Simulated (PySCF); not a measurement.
# Spinor energies of Gd⁴⁺ (gadolinium, charge +4)

Start: [Xe] 4f6; 4f5/2 filled at m_j = -5/2, -3/2, -1/2, +1/2, +3/2, +5/2. Calculated with PySCF 2.14 in x2c-SVPall-2c (7s10p9d3f1g, 112 functions): generalised Hartree-Fock with the X2C-1e Hamiltonian and a Gaussian nucleus; one run each with spin-orbit coupling (SO) switched off, then screened by Boettger's factors.

```tsv
spinor shell	electrons	ε, spin-free (eV)	ε, screened SO (eV)	weight of nominal j (screened SO)	rms radius, screened SO (bohr)
1s1/2	2	-50542.2	-50532.8	1.000	0.0249
2s1/2	2	-8507.0	-8504.1	1.000	0.101
2p1/2	2	-7570.9	-8061.4	1.000	0.0864
2p3/2	4	-7570.9	-7360.6	1.000	0.0928
3s1/2	2	-1975.4	-1974.4	1.000	0.260
3p1/2	2	-1679.4	-1782.2	1.000	0.252
3p3/2	4	-1679.4	-1634.6	1.000	0.265
3d3/2	4	-1287.0	-1306.2	0.994	0.237
3d5/2	6	-1287.0	-1273.3	0.996	0.241
4s1/2	2	-459.43	-459.13	1.000	0.587
4p1/2	2	-358.86	-383.81	0.972	0.603
4p3/2	4	-358.86	-347.80	0.986	0.631
4d3/2	4	-216.03	-223.04	0.705	0.679
4d5/2	6	-216.03	-211.10	0.803	0.685
5s1/2	2	-102.56	-102.51	1.000	1.42
5p1/2	2	-73.970	-78.139	0.950	1.52
4f5/2	6	-69.478	-69.413	0.572	0.859
```

Question: Where does 5p3/2 lie, and what is the 5p spin-orbit splitting (screened SO)?

Answer: At -72.117 eV, 6.023 eV above 5p1/2.

```csv
quantity,spin-free,screened SO
E (hartree),-11260.31226,-11267.61003
M_J,0,0
⟨J²⟩,6.010,5.345
⟨L²⟩,12.006,11.830
⟨S²⟩,12.003,11.817
```

The determinant has a definite M_J but mixes levels of different J.

Each row is a mean over spinors that exchange with the open shell spreads, by up to 18.544 eV (4d5/2).

Rows whose weight is well below 1 are mixtures of j = l ± 1/2: exchange outweighs spin-orbit coupling there, and the label is only the starting occupation.

Breit and QED terms are absent; they matter most for the inner s and p1/2 levels.

Densities and radii are taken from the X2C orbitals without a picture-change correction, which distorts them close to the nucleus.

Without spin-orbit coupling the j labels of p, d and f shells carry no meaning; the spin-free column gives the mean over the occupied spinors of each nl shell.
